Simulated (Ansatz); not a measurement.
CS2, triplet, geometry from GFN2-xTB (a higher spin typed on purpose: for a closed-shell molecule this is an excited state), with bond 3-2 at 2.4 times its length; CASSCF(2,4)/STO-3G (Ansatz, a quantum-chemistry and plane-wave program).

Input for Ansatz:
Ansatz 0.2 input:
```yaml
crystal:
  periodic: [false, false, false]
  atoms:
    - {symbol: S, position_ang: [-1.45823210, 0.06470296, 0.15607009]}
    - {symbol: C, position_ang: [-0.02121593, -0.08924888, -0.59109538]}
    - {symbol: S, position_ang: [3.54855367, 0.04998532, 0.98495116]}
basis:
  gaussian:
    orbitals: STO-3G
hamiltonian:
  xc: hf
correlation: {active_space: {window: {electrons: 2, orbitals: 4}}}
magnetization: {spin_polarized: false, initial_magnetization: 2}
```

The log (banner, timings and long lists left out):

```
Functional definition: HF
249 factors; integrals over basis functions are off by at most 2.1e-5 eV
mean field evaluation 1: about -22409.8961 eV, gradient 1.7e1 eV
mean field evaluation 2: about -22409.9078 eV, gradient 1.7e1 eV
mean field evaluation 4: about -22410.9530 eV, gradient 1.1e0 eV
mean field evaluation 8: about -22410.9668 eV, gradient 1.2e-2 eV
mean field evaluation 16: about -22410.9620 eV, gradient 7.3e-3 eV
mean field evaluation 32: about -22410.9664 eV, gradient 1.6e-6 eV
mean field evaluation 64: about -22410.9620 eV, gradient 2.5e-6 eV
mean field -22410.96636174 eV, -823.5878230953 hartree, gradient 1.5e-6 eV, S^2 2.000000; 10 other end points of the search recorded, 0 dependent functions left out
reference -22410.96636174 eV, -823.5878230953 hartree; 20, 18 occupied and 3, 5 virtual orbitals, 249 factors
state -22410.96636174 eV, -823.5878230953 hartree
Total energy: -22410.96636174 eV, -823.5878230953 hartree
```
